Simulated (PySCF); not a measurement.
Compound: C3H8F2Si2.
Atom-mapped SMILES: `[F:1][C@@H:2]1[CH2:3][SiH2:4][Si@H:5]([F:6])[CH2:7]1`

NICS is the negative of the GIAO shielding at a point without a nucleus: at the ring centre (0) and 1 Å above and below it (1); zz is the component along the ring normal. Level: GIAO PBE0/pcSseg-1 (PySCF, non-relativistic, gas phase) on the GFN2-xTB geometry, one conformer.

Ring bond lengths (Å), with Mayer bond orders in brackets: C2–C3 1.525 (1.02), C3–Si4 1.922 (0.87), Si4–Si5 2.309 (0.90), Si5–C7 1.918 (0.85), C7–C2 1.527 (1.02).

**Question.** Give the NICS values of each ring in ppm.

**Answer.** 
```
            ring                                                type  NICS(0)  NICS(1), two faces  NICS(1)zz, two faces  rms pucker (Å)  centre to ring atoms, mean (Å)
C2–C3–Si4–Si5–C7  5-membered ring with 2 Si; formal bonds all single     -2.4         -2.7 / -4.2           -1.5 / -2.7            0.21                            1.52
```

**Question.** What can be read from them?

**Answer.** 
- C2–C3–Si4–Si5–C7: mean NICS(1)zz -2.1 ppm, near zero. C2, C3, Si4, Si5, C7 have four or more neighbours; no verdict on aromaticity is drawn.

**Question.** What field does 9.4 T along the ring normal induce along that normal at the second NICS(1) probe listed for ring C2–C3–Si4–Si5–C7, 1 Å off the ring?

**Answer.** NICSzz × B0 = -2.7 ppm × 9.4 T = -25 μT, against the applied field.

**Question.** What are the shieldings of the ring atoms and their hydrogens in the same run (means over atoms taken as equivalent)?

**Answer.** 
```json
{"atoms": "C2", "environment": "sp3 C–F carbon", "σ isotropic (ppm)": "91.2"}
{"atoms": "C3", "environment": "sp3 carbon bound to silicon", "σ isotropic (ppm)": "163.5"}
{"atoms": "Si4", "environment": "SiH2 silicon", "σ isotropic (ppm)": "429.9"}
{"atoms": "Si5", "environment": "fluorine-bound silicon", "σ isotropic (ppm)": "308.9"}
{"atoms": "C7", "environment": "sp3 carbon bound to silicon", "σ isotropic (ppm)": "155.0"}
{"atoms": "H on C2", "environment": "methine hydrogen", "σ isotropic (ppm)": "25.92"}
{"atoms": "H on C3", "environment": "methylene hydrogen", "σ isotropic (ppm)": "29.67"}
{"atoms": "H on C3", "environment": "methylene hydrogen", "σ isotropic (ppm)": "31.16"}
{"atoms": "H on Si4", "environment": "Si–H hydrogen", "σ isotropic (ppm)": "27.61"}
{"atoms": "H on Si4", "environment": "Si–H hydrogen", "σ isotropic (ppm)": "28.10"}
{"atoms": "H on Si5", "environment": "Si–H hydrogen", "σ isotropic (ppm)": "25.82"}
{"atoms": "H on C7", "environment": "methylene hydrogen", "σ isotropic (ppm)": "31.08"}
{"atoms": "H on C7", "environment": "methylene hydrogen", "σ isotropic (ppm)": "29.74"}
```
